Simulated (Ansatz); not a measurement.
Isolated molecules relaxed with PBE0-D4/def2-TZVP in Ansatz; ΔE leaves out vibrations. CBS: MP2 limit from def2 TZ/QZ plus the TZ coupled-cluster correction, frozen cores. This one scheme is used for every species. For Ga, Se outer-core shells are correlated without core-valence functions, which leaves a few kJ/mol of doubt a bond. Scalar relativity is left out up to krypton. Each species was taken in one conformer, which may not be the lowest.

`[OH][Ga]([OH])[SeH]` + ethane → `C[CH2][Ga]([OH])[OH]` + H₂Se  (formal exchange of groups at a Ga–Se bond)

`[OH][Ga]([OH])[SeH]`:

Z-matrix (Å, degrees):
```
Ga
O 1 1.775
Se 1 2.310 2 117.7
O 1 1.782 2 116.0 3 180.0
H 2 0.960 1 112.5 3 -180.0
H 3 1.469 1 91.7 2 -179.8
H 4 0.959 1 115.0 2 -179.8
```

`CC`:

Z-matrix (Å, degrees):
```
C
C 1 1.519
H 1 1.093 2 111.4
H 1 1.093 2 111.4 3 120.0
H 1 1.093 2 111.4 3 -120.0
H 2 1.093 1 111.4 3 180.0
H 2 1.093 1 111.4 3 -60.0
H 2 1.093 1 111.4 3 60.0
```

`C[CH2][Ga]([OH])[OH]`:

```xyz
12

C    -1.341   -0.350   -1.233
C    -0.840   -0.657    0.174
Ga    0.816    0.256    0.659
O     1.632    1.346   -0.507
O     1.577    0.043    2.268
H    -2.269   -0.889   -1.447
H    -0.611   -0.635   -1.994
H    -1.540    0.715   -1.368
H    -0.665   -1.730    0.306
H    -1.587   -0.388    0.928
H     2.440    1.755   -0.192
H     2.388    0.535    2.405
```

H₂Se:

Z-matrix (Å, degrees):
```
Se
H 1 1.467
H 1 1.467 2 91.2
```

| species | HF/def2-TZVPP energy (Eh) |
| --- | --- |
| `[OH][Ga]([OH])[SeH]` | -4474.74546 |
| `CC` | -79.26175 |
| `C[CH2][Ga]([OH])[OH]` | -2152.95346 |
| H₂Se | -2401.00417 |

**Question.** Work out ΔE.

**Answer.** ΔE = (-2152.95346) + (-2401.00417) − (-4474.74546) − (-79.26175) = 0.04958 Eh = +130.2 kJ/mol. CCSD(T)/CBS gives +109.7 kJ/mol.

**Question.** What do rigid-rotor, harmonic-oscillator terms from PBE0-D4/def2-TZVP frequencies (298.15 K, 1 bar) make of the CCSD(T)/CBS value? (Best estimate.)

**Answer.** The calculation gave: ΔZPE = -11.9 kJ/mol, ΔH = +99.5 kJ/mol, ΔS = 15 J/(mol·K), ΔG = +95.0 kJ/mol. Modes under 50 cm⁻¹ make the entropy rough.

Largest T1 diagnostic among the species: 0.013.

At CCSD(T), def2-SVP lies +8.1 kJ/mol from the extrapolated value and def2-TZVPP +3.5 kJ/mol. From PBE to PBE0 (25 % exact exchange), in def2-TZVPP and without D4, ΔE moves by +4.3 kJ/mol. In def2-TZVPP, CCSD(T) changes the Hartree–Fock value by −16.9 kJ/mol (the triples alone add −0.9 kJ/mol) and MP2 by −14.1 kJ/mol.
